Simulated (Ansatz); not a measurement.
```yaml
crystal:
  periodic: [false, false, false]
  atoms:
    - {symbol: O, position_ang: [0.519189, -0.368007, -2.162448]}
    - {symbol: Si, position_ang: [0.236598, -0.475687, -0.573334]}
    - {symbol: O, position_ang: [1.694061, -0.738424, 0.080045]}
    - {symbol: O, position_ang: [-0.892273, -1.580306, -0.176854]}
    - {symbol: O, position_ang: [-0.442900, 0.934798, -0.042910]}
    - {symbol: B, position_ang: [-0.576372, 1.567381, 1.115788]}
    - {symbol: Cl, position_ang: [0.189773, 0.961560, 2.595936]}
    - {symbol: Cl, position_ang: [-1.513205, 3.040706, 1.221488]}
    - {symbol: H, position_ang: [-0.233316, -0.264948, -2.745752]}
    - {symbol: H, position_ang: [1.763173, -0.630853, 1.031437]}
    - {symbol: H, position_ang: [-0.679330, -2.503120, -0.322795]}
basis:
  gaussian: {orbitals: aug-pcseg-2, nuclear_model: gaussian}
hamiltonian: {xc: {name: B97M-V}}
output: {forces: true}
```

```sh
$ ansatz run in.yaml --threads 4 --pin off --events-out ev --progress --plain --max-ram 11315MiB
```

Output, abridged:

```
Functional definition: B97M-V
2135 factors; their error is unknown
mean field evaluation 1: about -41821.9110 eV, gradient 1.1e2 eV
mean field evaluation 2: about -41778.0405 eV, gradient 1.8e2 eV
mean field evaluation 4: about -41839.9327 eV, gradient 1.4e1 eV
mean field evaluation 8: about -41840.2823 eV, gradient 8.8e-2 eV
mean field evaluation 16: about -41840.2242 eV, gradient 6.2e-4 eV
mean field -41840.22417356 eV, -1537.5998780559 hartree, gradient 3.3e-5 eV, S^2 0.000000; 0 other end points of the search recorded, 0 dependent functions left out
reference -41840.22430513 eV, -1537.5998828911 hartree; 44, 44 occupied and 405, 405 virtual orbitals, 2135 factors
Total energy: -41840.22430513 eV, -1537.5998828911 hartree
Atom 0 at     0.519189    -0.368007    -2.162448 Å, force    -0.163500     0.023082     0.024432 eV/Å
Atom 1 at     0.236598    -0.475687    -0.573334 Å, force    -0.056236     0.066703     0.060152 eV/Å
Atom 2 at     1.694061    -0.738424     0.080045 Å, force    -0.103295     0.060468     0.113309 eV/Å
Atom 3 at    -0.892273    -1.580306    -0.176854 Å, force     0.137802    -0.113723    -0.057016 eV/Å
Atom 4 at    -0.442900     0.934798    -0.042910 Å, force     0.048901    -0.097349     0.098847 eV/Å
Atom 5 at    -0.576372     1.567381     1.115788 Å, force     0.013144    -0.078641    -0.153409 eV/Å
Atom 6 at     0.189773     0.961560     2.595936 Å, force    -0.007718    -0.004490    -0.030928 eV/Å
Atom 7 at    -1.513205     3.040706     1.221488 Å, force     0.017705    -0.032383    -0.009539 eV/Å
Atom 8 at    -0.233316    -0.264948    -2.745752 Å, force     0.195533    -0.034661     0.169758 eV/Å
Atom 9 at     1.763173    -0.630853     1.031437 Å, force    -0.029709    -0.031198    -0.250985 eV/Å
Atom 10 at    -0.679330    -2.503120    -0.322795 Å, force    -0.052626     0.242192     0.035380 eV/Å
Dipole moment:    -0.112054    -0.387999    -0.126730 e Å
```

Hardware: 4 threads of an Arm Neoverse V1 on a shared host. Wall time 49 s, peak host memory 1.4 GiB.
